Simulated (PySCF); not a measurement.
PySCF input file for C4H6BFO, SMILES CC#CB(F)CO, B3LYP-D3(BJ)/def2-SVP. Geometry: B3LYP-D3(BJ)/def2-SVP. The structure was generated by enumeration, and PubChem lists no compound with its InChIKey, so it may never have been made. Other conformers were not sampled.

```python
import numpy as np
from pyscf import gto, scf, dft, df
from pyscf.hessian import thermo

mol = gto.M(
    atom='''
    C    -3.17038662    0.75559960    0.38956273
    C    -1.83059879    0.21726401    0.22068007
    C    -0.70592046   -0.23393091    0.07996402
    B     0.71209200   -0.74731869   -0.09705596
    F     0.93259611   -2.06697247   -0.14495523
    C     1.98369849    0.17346756   -0.23355812
    O     1.66648120    1.54726940   -0.17271579
    H    -3.17986041    1.85327751    0.29155192
    H    -3.86020132    0.33619008   -0.36140036
    H    -3.56913986    0.49820207    1.38495356
    H     2.69458067   -0.14164234    0.56488026
    H     2.48511749   -0.11238664   -1.18701079
    H     2.48307336    2.05314810   -0.26126381
    ''',
    basis='def2-SVP',
    charge=0,
    spin=0,
    max_memory=1600,
    verbose=3,
)
mf = dft.RKS(mol, xc='b3lyp').density_fit(auxbasis='def2-universal-jkfit')
mf.disp = 'd3bj'
mf.grids.level = 3
mf.conv_tol = 1e-11
mf.max_cycle = 100
mf.kernel()

# [left out here: the lines that compute and print the analytic Hessian (its translational invariance restored by hand, since the grid's response is missing), thermochemistry and intensities]
```

Output:

```
converged SCF energy = -355.709392188867

WARN: DFTD3 does not support analytical Hessian, using finite difference


WARN: Mole.unit (angstrom) is changed to Bohr

Mode                                 0                   1                   2
Irrep
Freq [cm^-1]                       17.0168             64.0895             73.8166
Reduced mass [au]                   1.0281              2.2536              4.6345
Force const [Dyne/A]                0.0002              0.0055              0.0149
Char temp [K]                      24.4834             92.2105            106.2056
Normal mode                   x     y     z       x     y     z       x     y     z
       0   C                 0.00  0.00  0.00    0.00  0.00  0.03    0.08  0.12 -0.01
       1   C                 0.00  0.00  0.01    0.00 -0.00  0.01    0.03 -0.00 -0.00
       2   C                 0.00  0.00  0.01   -0.00 -0.00 -0.01   -0.00 -0.08 -0.00
       3   B                 0.00 -0.00  0.01    0.00 -0.00  0.00    0.01 -0.05 -0.00
       4   F                 0.00 -0.00  0.02   -0.01  0.00 -0.06    0.07 -0.04 -0.01
       5   C                -0.00  0.00 -0.01    0.02 -0.00  0.15   -0.04  0.02  0.00
       6   O                -0.00  0.00 -0.02   -0.02  0.00 -0.12   -0.14  0.00  0.02
       7   H                 0.08  0.05  0.54    0.01  0.00  0.04    0.18  0.12 -0.02
       8   H                 0.14  0.42 -0.36   -0.01  0.01  0.04    0.04  0.18 -0.00
       9   H                -0.24 -0.48 -0.22    0.02 -0.01  0.03    0.06  0.17 -0.01
      10   H                 0.00  0.01 -0.01   -0.19  0.12  0.38   -0.02  0.06  0.00
      11   H                -0.00 -0.01 -0.01    0.27 -0.13  0.33   -0.03  0.07  0.00
      12   H                -0.00  0.00 -0.03    0.00 -0.00  0.05   -0.18  0.06  0.02
Mode                                 3                   4                   5
Irrep
Freq [cm^-1]                      131.6684            207.5460            297.6548
[...]
       4   F                -0.00  0.00 -0.00    0.00  0.04  0.00   -0.00  0.05  0.00
       5   C                -0.01  0.00  0.00    0.05 -0.18 -0.01   -0.01 -0.03  0.00
       6   O                 0.00 -0.00 -0.00   -0.04  0.15  0.01   -0.02 -0.00  0.00
       7   H                -0.59  0.12  0.04   -0.06  0.02  0.01   -0.01  0.00  0.00
       8   H                 0.25 -0.35  0.06   -0.05  0.02  0.01   -0.01  0.00  0.00
       9   H                 0.09 -0.33 -0.09   -0.05  0.02 -0.00   -0.01  0.00  0.00
      10   H                -0.01 -0.00  0.00    0.01 -0.18  0.01    0.24  0.40 -0.06
      11   H                -0.01 -0.00 -0.00    0.01 -0.18 -0.02    0.25  0.40  0.01
      12   H                 0.00 -0.01 -0.00    0.03  0.05 -0.00    0.30 -0.52 -0.04
Mode                                18                  19                  20
Irrep
Freq [cm^-1]                     1228.7068           1230.6269           1343.2025
Reduced mass [au]                   2.8804              1.0975              4.9344
Force const [Dyne/A]                2.5621              0.9793              5.2452
Char temp [K]                    1767.8356           1770.5982           1932.5693
Normal mode                   x     y     z       x     y     z       x     y     z
       0   C                -0.05  0.02  0.01   -0.00  0.00  0.00    0.02 -0.01 -0.00
       1   C                 0.08 -0.03 -0.01    0.00 -0.00 -0.00   -0.07  0.02  0.01
       2   C                 0.08 -0.01 -0.01    0.00 -0.00  0.01   -0.05  0.02  0.01
       3   B                -0.16 -0.10  0.02   -0.01 -0.00 -0.03    0.13 -0.19 -0.02
       4   F                 0.00  0.04  0.00    0.00  0.00  0.00   -0.02  0.08  0.00
       5   C                 0.01  0.04  0.00   -0.01  0.00 -0.06   -0.04 -0.00  0.01
       6   O                 0.05 -0.04 -0.01    0.01 -0.00  0.05    0.02  0.00 -0.00
       7   H                -0.10  0.02  0.02   -0.00  0.00  0.00    0.10 -0.01 -0.02
       8   H                -0.09  0.05  0.03    0.00 -0.00 -0.00    0.09 -0.05 -0.05
       9   H                -0.10  0.05 -0.01   -0.00  0.00 -0.00    0.11 -0.04  0.02
      10   H                 0.06  0.07 -0.03    0.08  0.66  0.10    0.01 -0.06 -0.06
      11   H                 0.07  0.10  0.01   -0.05 -0.66  0.09    0.02 -0.06  0.05
      12   H                -0.24  0.41  0.03   -0.00  0.01  0.02   -0.13  0.24  0.02
Mode                                21                  22                  23
Irrep
Freq [cm^-1]                     1389.0437           1414.8501           1437.4726
Reduced mass [au]                   1.3376              1.4487              1.0399
Force const [Dyne/A]                1.5205              1.7086              1.2660
Char temp [K]                    1998.5246           2035.6543           2068.2030
Normal mode                   x     y     z       x     y     z       x     y     z
       0   C                -0.13  0.05  0.02   -0.00 -0.00  0.00    0.00  0.05  0.00
       1   C                 0.02 -0.01 -0.00    0.00 -0.00 -0.00    0.01  0.02  0.00
       2   C                 0.03 -0.01 -0.00    0.00  0.01 -0.00    0.00 -0.00 -0.00
       3   B                -0.02  0.02  0.00   -0.03 -0.09  0.00    0.00 -0.00 -0.00
       4   F                 0.00 -0.01 -0.00   -0.00  0.03  0.00   -0.00  0.00 -0.00
       5   C                -0.00 -0.00  0.00    0.12  0.06 -0.01    0.00 -0.00 -0.00
       6   O                 0.00 -0.00 -0.00   -0.02 -0.01  0.00    0.00 -0.00 -0.00
       7   H                 0.42  0.03 -0.09    0.01 -0.00 -0.00    0.44  0.02 -0.19
       8   H                 0.37 -0.22 -0.28    0.01  0.00 -0.02   -0.26 -0.28  0.41
       9   H                 0.45 -0.20  0.18    0.02  0.00  0.01   -0.31 -0.50 -0.26
      10   H                 0.01  0.02  0.00   -0.38 -0.03  0.38   -0.01  0.01  0.01
      11   H                 0.01  0.02 -0.00   -0.46 -0.01 -0.28   -0.01  0.01 -0.01
      12   H                -0.00  0.01  0.00    0.12 -0.23 -0.02   -0.00  0.01  0.00
Mode                                24                  25                  26
Irrep
Freq [cm^-1]                     1442.7423           1470.3482           2308.9913
Reduced mass [au]                   1.0392              1.3503             11.9310
Force const [Dyne/A]                1.2744              1.7200             37.4775
Char temp [K]                    2075.7850           2115.5036           3322.1244
Normal mode                   x     y     z       x     y     z       x     y     z
       0   C                -0.01  0.01 -0.05   -0.01  0.00  0.00   -0.03  0.01  0.00
       1   C                -0.00  0.00 -0.02    0.01 -0.00 -0.00    0.19 -0.08 -0.02
       2   C                 0.00 -0.00  0.00    0.01  0.00 -0.00   -0.18  0.07  0.02
       3   B                 0.00 -0.00  0.00   -0.05 -0.05  0.00    0.03 -0.01 -0.00
       4   F                -0.00  0.00  0.00   -0.00  0.01  0.00    0.00 -0.00 -0.00
       5   C                -0.00 -0.00 -0.00    0.04  0.12 -0.00   -0.00 -0.00  0.00
       6   O                 0.00 -0.00 -0.00   -0.04  0.00  0.00    0.00  0.00 -0.00
       7   H                 0.20  0.07  0.65    0.02  0.00 -0.00   -0.01  0.01  0.00
       8   H                 0.15 -0.52  0.12   -0.00 -0.01  0.00   -0.01  0.00  0.00
       9   H                -0.20  0.38 -0.01   -0.00 -0.01 -0.00   -0.01  0.00 -0.00
      10   H                -0.00  0.00  0.00    0.15 -0.44 -0.29   -0.00  0.00  0.00
      11   H                -0.00  0.01 -0.00    0.22 -0.45  0.23   -0.00  0.00 -0.00
      12   H                -0.00  0.00  0.00    0.15 -0.30 -0.02    0.00  0.00 -0.00
Mode                                27                  28                  29
Irrep
Freq [cm^-1]                     2924.9654           2947.5136           3022.4177
Reduced mass [au]                   1.0573              1.0992              1.0355
Force const [Dyne/A]                5.3296              5.6264              5.5735
Char temp [K]                    4208.3740           4240.8159           4348.5862
Normal mode                   x     y     z       x     y     z       x     y     z
       0   C                 0.00  0.00 -0.00   -0.00 -0.00  0.00   -0.05  0.02  0.01
       1   C                -0.00  0.00  0.00    0.00  0.00  0.00   -0.00  0.00  0.00
       2   C                 0.00 -0.00 -0.00   -0.00  0.00 -0.00    0.00 -0.00 -0.00
       3   B                 0.00  0.00  0.00   -0.00  0.00 -0.00   -0.00 -0.00  0.00
       4   F                -0.00 -0.00 -0.00    0.00 -0.00  0.00   -0.00  0.00  0.00
       5   C                -0.06  0.02  0.01   -0.01  0.00 -0.09   -0.00  0.00  0.00
       6   O                -0.00  0.00  0.00    0.00  0.00  0.00    0.00 -0.00 -0.00
       7   H                 0.00  0.00  0.00    0.00  0.00 -0.00   -0.00 -0.55  0.05
       8   H                 0.00  0.00  0.00   -0.00 -0.00 -0.00    0.35  0.22  0.39
       9   H                 0.00  0.00 -0.00    0.00  0.00 -0.00    0.20  0.14 -0.52
      10   H                 0.42 -0.18  0.50    0.45 -0.17  0.48   -0.00 -0.00 -0.00
      11   H                 0.30 -0.16 -0.60   -0.32  0.15  0.57   -0.00 -0.00  0.00
      12   H                -0.00  0.00  0.00    0.00 -0.00  0.01   -0.00  0.00  0.00
Mode                                30                  31                  32
Irrep
Freq [cm^-1]                     3101.2961           3105.9927           3824.5495
Reduced mass [au]                   1.1022              1.1041              1.0671
Force const [Dyne/A]                6.2462              6.2756              9.1964
Char temp [K]                    4462.0746           4468.8319           5502.6753
Normal mode                   x     y     z       x     y     z       x     y     z
       0   C                -0.01  0.00 -0.09   -0.03 -0.08  0.00    0.00 -0.00  0.00
       1   C                -0.00 -0.00 -0.00   -0.00 -0.00  0.00   -0.00  0.00 -0.00
       2   C                -0.00  0.00 -0.00   -0.00 -0.00  0.00   -0.00 -0.00  0.00
       3   B                 0.00 -0.00 -0.00   -0.00  0.00  0.00   -0.00 -0.00  0.00
       4   F                -0.00  0.00  0.00    0.00 -0.00  0.00   -0.00 -0.00  0.00
       5   C                 0.00  0.00 -0.00    0.00 -0.00 -0.00    0.00 -0.00 -0.00
       6   O                 0.00 -0.00  0.00   -0.00  0.00  0.00    0.05  0.03 -0.01
       7   H                -0.00 -0.08 -0.01   -0.00  0.77 -0.07    0.00  0.00 -0.00
       8   H                 0.40  0.25  0.42    0.27  0.16  0.31   -0.00  0.00 -0.00
       9   H                -0.26 -0.17  0.63    0.11  0.06 -0.28   -0.00  0.00  0.00
      10   H                 0.00 -0.00  0.00   -0.00  0.00 -0.00    0.00 -0.00 -0.00
      11   H                -0.00  0.00  0.00   -0.00  0.00  0.00    0.00 -0.00 -0.00
      12   H                -0.00  0.00 -0.00    0.00 -0.00 -0.00   -0.81 -0.51  0.09
temperature 298.1500 [K]
pressure 101325.00 [Pa]
Rotational constants [GHz] 3.62569 1.43702 1.04256
Symmetry number 1
Zero-point energy (ZPE) 0.09552 [Eh]   250781.354 [J/mol]
                           tot       elec      trans        rot        vib
Entropy [J/mol/K]       399.661      0.000    166.168    119.127    114.366
Cv [J/mol/K]            119.113      0.000     12.472     12.472     94.170
Cp [J/mol/K]            127.428      0.000     20.786     12.472     94.170
Internal energy [J/mol]                      3718.434   3718.434 266579.652
Internal energy [Eh]   -355.60502  -355.70939
Enthalpy [J/mol]                             6197.391   3718.434 266579.652
Enthalpy [Eh]          -355.60408
Gibbs free energy [J/mol]                  -43345.457 -31799.256 232481.280
Gibbs free energy [Eh] -355.64947
mode   freq/cm-1   IR/(km/mol)
   1       17.02         0.190
   2       64.09        16.182
   3       73.82         3.661
   4      131.67         2.403
   5      207.55         0.675
   6      297.65        85.021
   7      330.19         9.535
   8      393.97        25.897
   9      409.36         2.302
  10      501.32        30.587
  11      551.00         3.641
  12      571.28         8.515
  13      856.55        11.061
  14      972.58        67.191
  15     1028.55         3.752
  16     1035.70         1.550
  17     1111.13        90.662
  18     1181.23       123.164
  19     1228.71       138.501
  20     1230.63         1.464
  21     1343.20       270.663
  22     1389.04        16.057
  23     1414.85        65.742
  24     1437.47        11.109
  25     1442.74         8.117
  26     1470.35         2.188
  27     2308.99       248.812
  28     2924.97        49.875
  29     2947.51        47.321
  30     3022.42        11.787
  31     3101.30         2.427
  32     3105.99         3.686
  33     3824.55        25.241
max |gradient| / (hartree/bohr): 3.3198425983587295e-05
APT charges: [ 0.0415  0.1833 -0.6781  1.3238 -0.6379  0.1558 -0.5336  0.0041  0.0113
  0.0136 -0.0618 -0.062   0.2401]
```

The run converged.

Cost: roughly 5 core-minutes.
